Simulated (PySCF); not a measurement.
HISTe, SMILES I[Te]S.

The structure is a stationary point at B3LYP-D3(BJ)/def2-SVP. The def2 effective core potentials stand for the cores of I, Te; spin–orbit coupling is left out. One conformer was computed; it need not be the lowest.

Computed with PBE/def2-TZVPD run with PySCF.

The molecule is in vacuum.

- total energy: -964.40337 hartree
- highest occupied level: -5.53 eV
- lowest empty level: -3.75 eV
- orbital gap: 1.78 eV
- dipole moment: 1.35 D
- quadrupole, principal values (traceless, Buckingham form, about the centre of nuclear charge): -5.14, 1.96, 3.18 D·Å
- mean static polarisability: 109.4 bohr³ (16.20 Å³)
- polarisability, principal values: 80.2, 97.6, 150.3 bohr³
